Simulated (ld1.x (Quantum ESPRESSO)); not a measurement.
**Transferability test, RRKJ potential for boron (B)**

```
Element                 : boron (B)
Generator               : ld1.x (Quantum ESPRESSO) 7.5
Type                    : norm-conserving RRKJ (Kleinman–Bylander form)
Functional              : LDA (PZ)
Relativity              : scalar-relativistic
Frozen core             : [He]
Valence charge          : 3
Reference configuration : 2s2 2p1
Partial waves           : 2p (bound): rc 3.35 bohr; 3d channel at 0.15 Ry: rc 2.90 bohr; 2s (bound): rc 1.55 bohr
Local potential         : the s channel
Core correction         : Bessel-smoothed model core, default radius (core density twice the valence density)
rho0                    : 0.001
```

Energies are relative to the spin-unpolarised reference configuration 2s2 2p1; without spin polarisation the order of configurations can differ from experiment. Spin-polarised rows fill each open shell by Hund’s rule, majority spin first.

| valence configuration | charge | ΔE all-electron (eV) | error AE − PS (meV) |
| --- | --- | --- | --- |
| 2s2 2p0 | +1 | 8.327 | +170 |
| 2s1 2p0 | +2 | 33.631 | +495 |
| 2s2 2p0.5 | +0.5 | 2.943 | +26 |
| 2s1 2p1 | +1 | 14.283 | -81 |
| 2s1 2p2 | 0 | 5.686 | -34 |
| 2s0 2p3 | 0 | 11.401 | -132 |
| 2s2 2p1.3 | -0.3 | -0.772 | +2.7 |
| 2s2 2p1 (spin-polarised) | 0 | -0.235 | +1.8 |
| 2s1 2p0 (spin-polarised) | +2 | 32.903 | +484 |
